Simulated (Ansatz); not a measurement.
Isolated molecules relaxed with PBE0-D4/def2-TZVP in Ansatz; ΔE leaves out vibrations. CBS: MP2 limit from def2 TZ/QZ plus the TZ coupled-cluster correction, frozen cores. DFT in def2-TZVPP. B3LYP here is the variant with VWN-RPA as its local correlation; programs differ in this. HSE06 is defined as in plane-wave codes. def2 core potentials past Kr. For In, Sb outer-core shells are correlated without core-valence functions, which leaves a few kJ/mol of doubt a bond. One conformer a species, not always the lowest.

Reaction (redistribution): `[NH2][SbH][NH2]` + `[SiH3][In]([Cl])[Cl]` → `[NH2][SbH][SiH3]` + `[NH2][In]([Cl])[Cl]`

```json
{"level": "LDA (SPW92)", "ΔE (kJ/mol)": "7.0", "difference from CCSD(T)/CBS": "5.7"}
{"level": "PBE-D4", "ΔE (kJ/mol)": "5.9", "difference from CCSD(T)/CBS": "4.6"}
{"level": "revPBE-D4", "ΔE (kJ/mol)": "5.9", "difference from CCSD(T)/CBS": "4.6"}
{"level": "r2SCAN-D4", "ΔE (kJ/mol)": "5.8", "difference from CCSD(T)/CBS": "4.5"}
{"level": "B97M-V", "ΔE (kJ/mol)": "10.8", "difference from CCSD(T)/CBS": "9.5"}
{"level": "PBE0-D4", "ΔE (kJ/mol)": "3.9", "difference from CCSD(T)/CBS": "2.6"}
{"level": "B3LYP-D4", "ΔE (kJ/mol)": "8.0", "difference from CCSD(T)/CBS": "6.7"}
{"level": "r2SCANh-D4", "ΔE (kJ/mol)": "5.3", "difference from CCSD(T)/CBS": "4.0"}
{"level": "r2SCAN0-D4", "ΔE (kJ/mol)": "4.4", "difference from CCSD(T)/CBS": "3.1"}
{"level": "BHLYP-D4", "ΔE (kJ/mol)": "6.1", "difference from CCSD(T)/CBS": "4.8"}
{"level": "CAM-B3LYP-D4", "ΔE (kJ/mol)": "6.8", "difference from CCSD(T)/CBS": "5.5"}
{"level": "ωB97X-V", "ΔE (kJ/mol)": "4.5", "difference from CCSD(T)/CBS": "3.2"}
{"level": "ωB97M-V", "ΔE (kJ/mol)": "6.1", "difference from CCSD(T)/CBS": "4.8"}
{"level": "PBE-QIDH", "ΔE (kJ/mol)": "1.4", "difference from CCSD(T)/CBS": "0.1"}
{"level": "PBE", "ΔE (kJ/mol)": "7.2", "difference from CCSD(T)/CBS": "5.9"}
{"level": "revPBE", "ΔE (kJ/mol)": "6.8", "difference from CCSD(T)/CBS": "5.5"}
{"level": "BLYP", "ΔE (kJ/mol)": "11.8", "difference from CCSD(T)/CBS": "10.5"}
{"level": "r2SCAN", "ΔE (kJ/mol)": "6.1", "difference from CCSD(T)/CBS": "4.8"}
{"level": "PBE0", "ΔE (kJ/mol)": "5.0", "difference from CCSD(T)/CBS": "3.7"}
{"level": "r2SCANh", "ΔE (kJ/mol)": "5.6", "difference from CCSD(T)/CBS": "4.3"}
{"level": "r2SCAN0", "ΔE (kJ/mol)": "4.8", "difference from CCSD(T)/CBS": "3.5"}
{"level": "HSE06", "ΔE (kJ/mol)": "4.8", "difference from CCSD(T)/CBS": "3.5"}
{"level": "CAM-B3LYP", "ΔE (kJ/mol)": "8.0", "difference from CCSD(T)/CBS": "6.7"}
{"level": "LC-ωPBE", "ΔE (kJ/mol)": "0.6", "difference from CCSD(T)/CBS": "-0.7"}
{"level": "RPA@PBE/def2-TZVPP", "ΔE (kJ/mol)": "3.0", "difference from CCSD(T)/CBS": "1.7"}
{"level": "HF/def2-SVP", "ΔE (kJ/mol)": "-0.5", "difference from CCSD(T)/CBS": "-1.8"}
{"level": "MP2/def2-SVP", "ΔE (kJ/mol)": "-12.4", "difference from CCSD(T)/CBS": "-13.7"}
{"level": "CCSD/def2-SVP", "ΔE (kJ/mol)": "-7.9", "difference from CCSD(T)/CBS": "-9.2"}
{"level": "CCSD(T)/def2-SVP", "ΔE (kJ/mol)": "-8.6", "difference from CCSD(T)/CBS": "-9.9"}
{"level": "HF/def2-TZVPP", "ΔE (kJ/mol)": "4.7", "difference from CCSD(T)/CBS": "3.4"}
{"level": "MP2/def2-TZVPP", "ΔE (kJ/mol)": "0.6", "difference from CCSD(T)/CBS": "-0.7"}
{"level": "SCS-MP2/def2-TZVPP", "ΔE (kJ/mol)": "2.7", "difference from CCSD(T)/CBS": "1.4"}
{"level": "CCSD/def2-TZVPP", "ΔE (kJ/mol)": "2.7", "difference from CCSD(T)/CBS": "1.4"}
{"level": "CCSD(T)/def2-TZVPP", "ΔE (kJ/mol)": "1.3", "difference from CCSD(T)/CBS": "0.0"}
{"level": "HF/def2-QZVPP", "ΔE (kJ/mol)": "6.0", "difference from CCSD(T)/CBS": "4.7"}
{"level": "MP2/def2-QZVPP", "ΔE (kJ/mol)": "1.1", "difference from CCSD(T)/CBS": "-0.2"}
{"level": "SCS-MP2/def2-QZVPP", "ΔE (kJ/mol)": "2.9", "difference from CCSD(T)/CBS": "1.6"}
{"level": "HF/CBS(def2)", "ΔE (kJ/mol)": "6.1", "difference from CCSD(T)/CBS": "4.8"}
{"level": "MP2/CBS(def2)", "ΔE (kJ/mol)": "0.7", "difference from CCSD(T)/CBS": "-0.6"}
{"level": "CCSD/CBS(def2)", "ΔE (kJ/mol)": "2.7", "difference from CCSD(T)/CBS": "1.4"}
{"level": "CCSD(T)/CBS", "ΔE (kJ/mol)": "1.3", "difference from CCSD(T)/CBS": "0"}
```

Largest T1 diagnostic among the species: 0.014.

From BLYP to BHLYP (50 % exact exchange), in def2-TZVPP and without D4, ΔE moves by −3.8 kJ/mol. In def2-TZVPP, CCSD(T) changes the Hartree–Fock value by −3.5 kJ/mol (the triples alone add −1.4 kJ/mol) and MP2 by −4.1 kJ/mol. At CCSD(T), def2-SVP lies −9.9 kJ/mol from the extrapolated value and def2-TZVPP +0.0 kJ/mol.
